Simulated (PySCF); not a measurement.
Ionisation energy of Ag+ by level of theory

Ag+ [Kr] 4d10 (1S) → Ag(2+) [Kr] 4d9 (2D), as a difference of total energies. All numbers are calculated (PySCF 2.14, scalar relativity through the core potential, in cc-pVDZ-PP with ECP28MDF). Correlated levels: valence: 4s2 4p6 frozen. The calculations carry no spin-orbit coupling.

| method | ionisation energy (eV) |
| --- | --- |
| UHF | 19.736 |
| BP86 | 21.854 |
| M06-L | 21.488 |
| MP2 (valence) | 21.284 |
| SCS-MP2 (valence) | 21.117 |

How much does correlation contribute at MP2 (valence)?

21.284 − (19.736) = 1.548 eV, measured against UHF.

The reference lies between the lowest fine-structure levels, while these numbers refer to the centres of the terms.

Errors of the correlated levels include the incompleteness of this basis and the frozen core.

For comparison: 21.484 eV (measured; NIST Atomic Spectra Database, ionization energies).
